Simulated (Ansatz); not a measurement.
A nudged elastic band was laid between two geometries of BClF2 + H2 (6 atoms, charge 0, multiplicity 1).

Method: RKS B3LYP/6-31G* (Ansatz 0.2.0).

```yaml
movable_images: 5
climbing_image: yes
spring: 5.0 eV/Å²
optimiser: quadratic models (default)
start_path: through a guess of the saddle point
force_threshold: 0.03 eV/Å
iteration_limit: 60
end_points: relaxed
```

Image 0:

```xyz
6
Properties=species:S:1:pos:R:3
B 0.010 0.656 -0.258
F 0.073 0.309 1.011
Cl 1.476 1.037 -1.144
F -1.162 0.714 -0.852
H 0.343 -2.961 1.560
H 0.288 -2.221 1.546
```

Image 6:

```xyz
6
Properties=species:S:1:pos:R:3
B -0.072 -0.549 -0.438
F 0.014 -0.538 1.904
Cl 1.542 0.210 -0.592
F -1.128 0.232 -0.514
H -0.164 -1.729 -0.465
H 0.837 -0.091 1.970
```

(1) Which bonds break or form, and what moves?

(2) Give the energies along the band, and the barrier.

(3) What is the geometry of the highest image?

The band took 38 iterations and about 5 core-minutes.

Results:

(1) Bonds broken: B1–F2, H5–H6. Bonds formed: B1–H5, F2–H6. BClF2 + H2 becomes BClFH + FH.

(2) The forces met the threshold. The highest image is number 4 of 0 to 6, 2.36 eV above the first end and 0.89 eV above the last; the last end lies 1.47 eV above the first. Neighbouring images differ by up to 1.9 eV, so the band resolves the path poorly. A vibrational analysis at the climbing image gives one clearly imaginary mode, 1254i cm⁻¹: a first-order saddle point. The orbitals stay closed-shell, which can raise the energy where a bond breaks towards radicals; this wasn't checked here.

```csv
image,path coordinate (Å),energy (eV),B1–F2 (Å),H5–H6 (Å),B1–H5 (Å)
0,0.00,0.00,1.32,0.74,4.06
1,0.82,0.01,1.32,0.74,3.48
2,1.64,0.03,1.32,0.74,2.77
3,2.45,0.45,1.33,0.75,2.02
4,3.27,2.36,1.61,1.07,1.32
5,4.47,1.53,2.35,2.41,1.19
6,5.66,1.47,2.34,3.10,1.18
```

(3) 
```xyz
6
Properties=species:S:1:pos:R:3:forces:R:3
B 0.088 -0.253 0.013 0.00 0.00 0.00
F 0.155 -0.011 1.607 0.00 0.00 0.00
Cl 1.564 0.332 -0.791 0.00 0.00 0.00
F -1.108 0.112 -0.432 0.00 0.00 0.00
H 0.156 -1.547 0.247 0.00 0.00 0.00
H 0.172 -1.098 1.221 0.00 0.00 0.00
```

The run took 4.8 min on 1 thread of AMD EPYC 7R43 64-Core Processor (Zen 3), with other jobs on the host, peak memory 0.14 GiB.
